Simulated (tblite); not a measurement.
Input of a run (GFN2-xTB geometry optimisation, gas phase (tblite 0.8.0)), started from a force field or distance geometry:
```
{"job": {"kind": "relax", "xc": "GFN2-xTB", "basis": "xTB"}, "charge": 0, "multiplicity": 2}
C     -0.741500    -0.341100     1.353400
C     -0.399900     0.072000    -0.046700
C     -1.401600     1.086100    -0.503100
C     -0.585000    -1.133700    -0.934200
O      0.195300    -2.225800    -0.574500
C      0.959800     0.691700    -0.178300
C      2.109800    -0.165300     0.234600
F      3.282000     0.586000     0.042000
H      0.089600    -0.586500     2.016500
H     -1.337400     0.499000     1.826500
H     -1.471300    -1.205200     1.366600
H     -0.890200     2.062200    -0.639300
H     -1.807300     0.806600    -1.499900
H     -2.203800     1.144200     0.248600
H     -1.655600    -1.439700    -0.726900
H     -0.539100    -0.914700    -1.982100
H      1.089800     0.955900    -1.249900
H      0.998000     1.649100     0.402900
H      2.087000    -0.491600     1.292300
H      2.216200    -1.038500    -0.451500
```

Output (eV, eV/Å):
```
step      E/eV     max force
  0    -752.48306    3.511
  1    -752.83515    0.840
  2    -752.89594    0.650
  3    -752.94985    0.664
  4    -752.99450    0.492
  5    -753.02372    0.405
  6    -753.04238    0.363
  7    -753.05756    0.307
  8    -753.07003    0.367
  9    -753.08145    0.340
 10    -753.09104    0.189
 11    -753.09916    0.264
 12    -753.10849    0.311
 13    -753.11841    0.367
 14    -753.12690    0.286
 15    -753.13420    0.255
 16    -753.14212    0.250
 17    -753.15249    0.404
 18    -753.16509    0.357
 19    -753.17784    0.325
 20    -753.19191    0.326
 21    -753.21128    0.539
 22    -753.23589    0.681
 23    -753.25812    0.487
 24    -753.27427    0.256
 25    -753.28590    0.283
 26    -753.29411    0.482
 27    -753.30402    0.369
 28    -753.31242    0.218
 29    -753.32138    0.257
 30    -753.32841    0.363
 31    -753.33853    0.316
 32    -753.34654    0.175
 33    -753.35442    0.209
 34    -753.36263    0.286
 35    -753.37112    0.297
 36    -753.37771    0.195
 37    -753.38275    0.193
 38    -753.38664    0.140
 39    -753.39034    0.120
 40    -753.39369    0.137
 41    -753.39767    0.140
 42    -753.40112    0.151
 43    -753.40448    0.143
 44    -753.40828    0.136
 45    -753.41279    0.176
 46    -753.41717    0.156
 47    -753.42108    0.127
 48    -753.42447    0.140
 49    -753.42754    0.133
 50    -753.42976    0.161
 51    -753.43199    0.152
 52    -753.43331    0.073
 53    -753.43442    0.077
 54    -753.43503    0.074
 55    -753.43613    0.084
 56    -753.43673    0.054
 57    -753.43732    0.060
 58    -753.43796    0.071
 59    -753.43888    0.100
 60    -753.43985    0.082
 61    -753.44070    0.071
 62    -753.44150    0.078
 63    -753.44246    0.103
 64    -753.44357    0.116
 65    -753.44451    0.072
 66    -753.44520    0.060
 67    -753.44571    0.056
 68    -753.44638    0.070
 69    -753.44692    0.063
 70    -753.44745    0.064
 71    -753.44773    0.047
 72    -753.44791    0.029
 73    -753.44810    0.029
 74    -753.44834    0.037
 75    -753.44865    0.051
 76    -753.44899    0.044
 77    -753.44930    0.033
 78    -753.44957    0.033
 79    -753.44981    0.032
 80    -753.44999    0.026
 81    -753.45011    0.034
 82    -753.45018    0.023
 83    -753.45025    0.024
 84    -753.45033    0.025
 85    -753.45044    0.028
 86    -753.45055    0.028
 87    -753.45065    0.024
 88    -753.45072    0.016
 89    -753.45078    0.017
 90    -753.45083    0.021
 91    -753.45088    0.018
 92    -753.45092    0.011
 93    -753.45095    0.011
 94    -753.45098    0.015
 95    -753.45100    0.014
 96    -753.45102    0.011
 97    -753.45105    0.011
 98    -753.45108    0.018
 99    -753.45113    0.028
100    -753.45120    0.031
101    -753.45127    0.021
102    -753.45132    0.012
103    -753.45134    0.008
```

Summarise the run.

The energy falls by 93.4 kJ/mol over 103 L-BFGS steps, the largest force on an atom goes from 3.51 to 0.008 eV/Å, and the atoms move by 0.511 Å rms after alignment. The bond that changes most is C2–C4 (ends: carbon bonded to 4 C; carbon bonded to C, O and 2 H), which lengthens by 0.062 Å. Bonds longer at the end by more than 0.005 Å: 7 of 19; shorter: 11. Among the angles that change most is C2–C1–H9, from 117.1° to 110.2°. Among the dihedrals that turn most is C1–C2–C3–H12, from 114° to 60°. The energy never rose by more than 1e-5 eV on the way. The first step brought 36 % of the lowering.

What are the final bond lengths?

C1–C2 1.526 Å, C2–C3 1.526 Å, C2–C4 1.570 Å, C4–O5 1.334 Å, C2–C6 1.537 Å, C6–C7 1.514 Å, C7–F8 1.365 Å, C1–H9 1.087 Å, C1–H10 1.088 Å, C1–H11 1.088 Å, C3–H12 1.088 Å, C3–H13 1.088 Å, C3–H14 1.087 Å, C4–H15 1.106 Å, C4–H16 1.108 Å, C6–H17 1.093 Å, C6–H18 1.094 Å, C7–H19 1.093 Å, C7–H20 1.145 Å. Numbering counts from 1 in the input's order; the species is `CC(C)(C[O])CCF` [radical].

On an Arm Neoverse V2 with one thread, no GPU, shared host, this took 0.58 s.

Its GFN2-xTB frequencies are all real (lowest 87 cm⁻¹).

One conformer stands for the species.

The numbers are calculated, not measured.
